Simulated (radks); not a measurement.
Excited configurations of Nd: one electron is placed in a higher orbital outside [Xe] 4f4 6s1. The ground configuration is [Xe] 4f4 6s2. Method: scalar-relativistic Kohn-Sham, LDA (Slater exchange, Perdew-Wang correlation), spin-polarised, spherical densities, finite nucleus; open shells are filled with parallel spins first (spin-orbit coupling, left out, can overturn this in heavy ions); Fermi nuclear charge, rms radius 4.9123 fm; computed with a radial shooting solver on a logarithmic mesh with Libxc functionals. Excitation = E - E(ground); binding = E(ion) - E, where the ion is the core of charge +1; n* = 1/sqrt(2 binding) in atomic units, and the quantum defect is n - n*.

[
 {"outer orbital": "5d", "excitation (eV)": "1.073", "binding (eV)": "4.604", "n*": "1.719", "quantum defect": "3.281", "eigenvalue (eV)": "-1.687", "<r> (bohr)": "3.506"},
 {"outer orbital": "5f", "excitation (eV)": "4.712", "binding (eV)": "0.966", "n*": "3.754", "quantum defect": "1.246", "eigenvalue (eV)": "-0.451", "<r> (bohr)": "16.01"},
 {"outer orbital": "6p", "excitation (eV)": "1.866", "binding (eV)": "3.811", "n*": "1.889", "quantum defect": "4.111", "eigenvalue (eV)": "-2.055", "<r> (bohr)": "5.642"},
 {"outer orbital": "6f", "excitation (eV)": "4.998", "binding (eV)": "0.679", "n*": "4.478", "quantum defect": "1.522", "eigenvalue (eV)": "-0.387", "<r> (bohr)": "27.14"},
 {"outer orbital": "7s", "excitation (eV)": "3.475", "binding (eV)": "2.202", "n*": "2.486", "quantum defect": "4.514", "eigenvalue (eV)": "-1.346", "<r> (bohr)": "10.07"},
 {"outer orbital": "7p", "excitation (eV)": "4.049", "binding (eV)": "1.628", "n*": "2.891", "quantum defect": "4.109", "eigenvalue (eV)": "-0.978", "<r> (bohr)": "12.84"},
 {"outer orbital": "7d", "excitation (eV)": "4.713", "binding (eV)": "0.964", "n*": "3.757", "quantum defect": "3.243", "eigenvalue (eV)": "-0.569", "<r> (bohr)": "20.61"},
 {"outer orbital": "7f", "excitation (eV)": "5.184", "binding (eV)": "0.493", "n*": "5.253", "quantum defect": "1.747", "eigenvalue (eV)": "-0.306", "<r> (bohr)": "40.92"}
]

The Delta-SCF ionisation energy is 5.677 eV (NIST Atomic Spectra Database: 5.525 eV, measured). Self-interaction in the functional shifts the binding energies and quantum defects, so they are the method's values and not measured ones. Open shells are spherical and high-spin; term and fine-structure splittings are not resolved. Spin-orbit splitting is averaged out at the scalar-relativistic level.
